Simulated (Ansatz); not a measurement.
Basis-set extrapolation for `[CH3][AlH][CH2]F` (PBE0-D4/def2-TZVP geometry, frozen core, Ansatz 0.2.0). Multiplicity 1, RHF reference.

|  | def2-TZVPP | def2-QZVPP |
| --- | --- | --- |
| HF | -420.647644 | -420.663195 |
| MP2 correlation | -0.681001 | -0.734039 |
| CCSD(T) correlation | -0.744029 | not run |

Energies in hartree. Use E(X) = E(∞) + A·exp(−7.88·√X) for Hartree–Fock and E(X) = E(∞) + B·X^(−2.97) for correlation, with X = 3 and 4, and add CCSD(T) minus MP2 of the smaller set to the MP2 limit.

What is the CCSD(T) energy at the basis-set limit?

HF limit: -420.663195 + (-0.015551) × 0.13774 = -420.66534. MP2 limit: -0.734039 + (-0.053038) × 0.74074 = -0.77333. Higher-order term: -0.744029 − (-0.681001) = -0.06303. Total: -421.50170 hartree, 288.9 kJ/mol below CCSD(T)/def2-TZVPP.
